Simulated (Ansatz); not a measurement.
(ClGaNH)4 cubane (Ga4N4Cl4H4), 16 atoms. Hardware: 2 threads of AMD EPYC 7R13 on a shared host and a share (18 GiB) of an NVIDIA H100 80GB HBM3.

Correlated methods freeze 60 core orbitals; core or outer-core shells of Ga are correlated, in sets that lack core-valence functions. Single mean-field runs in def2-TZVP are fitted with def2-universal-jkfit.

Problem. How many basis functions does each of these Ansatz runs have, and roughly what does it cost? PBE-D4/def2-TZVP, charge 0 triplet at the geometry of the charge 0 singlet, energy, from earlier orbitals; PBE0-D4/def2-TZVP, charge 1 doublet at the geometry of the charge 0 singlet, energy; PBE-D4/def2-TZVP, charge -1 doublet at the geometry of the charge 0 singlet, energy, from earlier orbitals; PBE0-D4/def2-TZVP, charge -1 doublet, energy, from earlier orbitals; B3LYP-D4/def2-TZVP, charge 1 doublet at the geometry of the charge 0 singlet, energy, from earlier orbitals; PBE-D4/def2-SVP, charge -1 doublet, relaxation, 4 steps; PBE0-D4/def2-SVP, charge 0 singlet, energy, from earlier orbitals; r2SCAN-D4/def2-TZVP, charge 0 triplet at the geometry of the charge 0 singlet, energy, from earlier orbitals; B3LYP-D4/def2-TZVP, charge 0 singlet, energy and forces, from earlier orbitals; CCSD(T)/def2-SVP, charge 0 singlet, energy, from earlier orbitals; HSE06-D4/def2-TZVP, charge 0 singlet, energy, from earlier orbitals; PBE0-D4/def2-TZVP, charge 0 singlet, energy, from earlier orbitals.

Solution. Other jobs shared the machine, so times can vary by a factor of up to 3.

```tsv
run	functions	fitting or Cholesky vectors	wall time	peak host memory (GiB)
HSE06-D4/def2-TZVP, charge 0 singlet, energy, from earlier orbitals	488	1956	5.5 s	0.99
PBE0-D4/def2-SVP, charge 0 singlet, energy, from earlier orbitals	276	2688	5.5 s	0.92
PBE-D4/def2-TZVP, charge -1 doublet at the geometry of the charge 0 singlet, energy, from earlier orbitals	488	1956	6 s	1.1
PBE0-D4/def2-TZVP, charge 0 singlet, energy, from earlier orbitals	488	1956	7.5 s	0.95
B3LYP-D4/def2-TZVP, charge 0 singlet, energy and forces, from earlier orbitals	488	1956	8 s	1.3
B3LYP-D4/def2-TZVP, charge 1 doublet at the geometry of the charge 0 singlet, energy, from earlier orbitals	488	1956	8.5 s	1.1
PBE-D4/def2-TZVP, charge 0 triplet at the geometry of the charge 0 singlet, energy, from earlier orbitals	488	1956	9.5 s	1.1
PBE0-D4/def2-TZVP, charge -1 doublet, energy, from earlier orbitals	488	1956	11 s	1
r2SCAN-D4/def2-TZVP, charge 0 triplet at the geometry of the charge 0 singlet, energy, from earlier orbitals	488	1956	13 s	1.2
PBE0-D4/def2-TZVP, charge 1 doublet at the geometry of the charge 0 singlet, energy	488	1956	15 s	1.1
PBE-D4/def2-SVP, charge -1 doublet, relaxation, 4 steps	276	3120	15 s	0.94
CCSD(T)/def2-SVP, charge 0 singlet, energy, from earlier orbitals	276	2688	16 s	0.91
```
